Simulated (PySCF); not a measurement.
CH3FSi, neutral, multiplicity 1.

```xyz
6

Si    -0.6466     0.1954     0.0000
F      0.6062     1.2227     0.0000
C      0.3261    -1.4203     0.0000
H     -0.3198    -2.3010     0.0000
H      0.9799    -1.4588    -0.8801
H      0.9799    -1.4588     0.8801
```
Charge 0, spin multiplicity 1.

Geometry optimised at PBE0-D3(BJ)/def2-TZVP.

Method: HF/pcSseg-2 (PySCF). Non-relativistic, no solvent.

Q: Give the absolute GIAO shielding of each atom: isotropic value and principal components (ppm). (The exact figures need the calculation; the answer reports its results.)

A: 
```
atom  σ(iso)     σ11    σ22    σ33    span
----  ------  ------  -----  -----  ------
Si1    -29.1  -794.4  199.6  507.6  1301.9
F2     178.2   -97.0  198.4  433.3   530.4
C3     159.9   118.1  161.5  200.1    82.0
H4      30.6    28.9   29.4   33.6     4.7
H5      31.8    28.2   31.1   36.2     8.0
H6      31.8    28.2   31.1   36.2     8.0
```
